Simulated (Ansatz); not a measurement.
Consider the formal exchange of groups at a Ge–C bond: `N=[CH][GeH2][CH2]Cl` + `C#C` → `C#[C][GeH2][CH2]Cl` + `C=N`.

Calculated with Ansatz (gas phase, PBE0-D4/def2-TZVP geometries, no zero-point term in ΔE). CBS: MP2 limit from def2 TZ/QZ plus the TZ coupled-cluster correction, frozen cores. This one scheme is used for every species. Functionals use def2-TZVPP. For Ge outer-core shells are correlated without core-valence functions, which leaves a few kJ/mol of doubt a bond. Scalar relativity is left out up to krypton. One conformer a species, not always the lowest.

```json
{"level": "PBE-D4", "ΔE (kcal/mol)": "-7.6", "difference from CCSD(T)/CBS": "1.4"}
{"level": "r2SCAN-D4", "ΔE (kcal/mol)": "-8.6", "difference from CCSD(T)/CBS": "0.4"}
{"level": "PBE0-D4", "ΔE (kcal/mol)": "-8.7", "difference from CCSD(T)/CBS": "0.3"}
{"level": "ωB97X-V", "ΔE (kcal/mol)": "-9.1", "difference from CCSD(T)/CBS": "-0.1"}
{"level": "ωB97M-V", "ΔE (kcal/mol)": "-8.8", "difference from CCSD(T)/CBS": "0.2"}
{"level": "B2PLYP", "ΔE (kcal/mol)": "-9.5", "difference from CCSD(T)/CBS": "-0.5"}
{"level": "r2SCAN", "ΔE (kcal/mol)": "-8.6", "difference from CCSD(T)/CBS": "0.4"}
{"level": "PBE0", "ΔE (kcal/mol)": "-8.9", "difference from CCSD(T)/CBS": "0.1"}
{"level": "MP2/def2-TZVPP", "ΔE (kcal/mol)": "-10.5", "difference from CCSD(T)/CBS": "-1.5"}
{"level": "CCSD/def2-TZVPP", "ΔE (kcal/mol)": "-10.1", "difference from CCSD(T)/CBS": "-1.1"}
{"level": "CCSD(T)/def2-TZVPP", "ΔE (kcal/mol)": "-9.8", "difference from CCSD(T)/CBS": "-0.8"}
{"level": "HF/def2-QZVPP", "ΔE (kcal/mol)": "-11.7", "difference from CCSD(T)/CBS": "-2.7"}
{"level": "MP2/def2-QZVPP", "ΔE (kcal/mol)": "-10.0", "difference from CCSD(T)/CBS": "-1.0"}
{"level": "SCS-MP2/def2-QZVPP", "ΔE (kcal/mol)": "-10.4", "difference from CCSD(T)/CBS": "-1.4"}
{"level": "MP2/CBS(def2)", "ΔE (kcal/mol)": "-9.7", "difference from CCSD(T)/CBS": "-0.7"}
{"level": "CCSD/CBS(def2)", "ΔE (kcal/mol)": "-9.3", "difference from CCSD(T)/CBS": "-0.3"}
{"level": "CCSD(T)/CBS", "ΔE (kcal/mol)": "-9.0", "difference from CCSD(T)/CBS": "0"}
```

Largest T1 diagnostic among the species: 0.013.

From PBE to PBE0 (25 % exact exchange), in def2-TZVPP and without D4, ΔE moves by −1.1 kcal/mol. In def2-TZVPP, CCSD(T) changes the Hartree–Fock value by +1.9 kcal/mol (the triples alone add +0.3 kcal/mol) and MP2 by +1.2 kcal/mol.
